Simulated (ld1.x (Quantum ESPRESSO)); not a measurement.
# titanium (Ti) TM: all-electron and pseudo phase curves

* Element: Ti
* Generator: ld1.x (Quantum ESPRESSO) 7.5
* Type: norm-conserving Troullier–Martins (Kleinman–Bylander form)
* Functional: PBE
* Relativity: scalar-relativistic
* Frozen core: [Ar]
* Valence charge: 4
* Reference configuration: 3d2 4s2 4p0
* Partial waves: 4s (bound): rc 2.65 bohr; 4p (bound, empty): rc 2.90 bohr; 3d (bound): rc 2.05 bohr
* Local potential: the d channel
* Core correction: none

The phase is arctan(r·u′/u) with u = r·R(r), unwrapped; energies in Ry, scanned from -2 to 5 Ry. A pole is an energy at which the radial function vanishes at the test radius. The pseudo phase is shifted by a multiple of π to meet the all-electron one at the reference energy, and phase errors are pseudo minus all-electron; the curves can meet again beyond the range given. Levels narrower than the energy grid can be missing from the lists of poles.

For each channel, where are the poles, and over which energies does the pseudopotential scatter like the atom?

```tsv
channel	radius (bohr)	reference energy (Ry)	poles, all-electron	poles, pseudo	unbroken range about the reference energy with phases within 0.05 rad	phase error 1 Ry above the reference energy (rad)
s	3.17	-0.33	0.97	0.87, 3.63	below 1.4	-0.014
p	3.17	-0.11	1.69	1.59	below 2.5	-0.010
d	3.17	-0.31	-0.18, 2.93	-0.18, 3.32	below 0.7	+0.049
```

Note: ghost states, extra bound levels that the all-electron valence spectrum of the same l lacks: s at -108.1 eV, p at -34.4 eV. A true bound ghost makes a file unfit for plane-wave use.

Phases in the s channel:

| E (Ry) | all-electron | pseudo |
| --- | --- | --- |
| -2.00 | 1.294 | 1.292 |
| -1.76 | 1.265 | 1.263 |
| -1.52 | 1.225 | 1.223 |
| -1.28 | 1.167 | 1.164 |
| -1.04 | 1.074 | 1.071 |
| -0.80 | 0.903 | 0.900 |
| -0.56 | 0.519 | 0.517 |
| -0.32 | -0.298 | -0.298 |
| -0.08 | -0.979 | -0.982 |
| 0.16 | -1.271 | -1.277 |
| 0.40 | -1.412 | -1.421 |
| 0.64 | -1.496 | -1.509 |
| 0.88 | -1.553 | -1.573 |
| 1.12 | -1.598 | -1.627 |
| 1.36 | -1.637 | -1.680 |
| 1.60 | -1.673 | -1.744 |
| 1.84 | -1.710 | -1.842 |
| 2.08 | -1.753 | -2.051 |
| 2.32 | -1.805 | -2.839 |
| 2.56 | -1.877 | -4.121 |
| 2.80 | -1.988 | -4.458 |
| 3.04 | -2.191 | -4.581 |
| 3.28 | -2.629 | -4.648 |
| 3.52 | -3.425 | -4.695 |
| 3.76 | -4.012 | -4.731 |
| 4.00 | -4.278 | -4.764 |
| 4.24 | -4.413 | -4.797 |
| 4.48 | -4.492 | -4.832 |
| 4.72 | -4.545 | -4.875 |
| 4.96 | -4.584 | -4.932 |
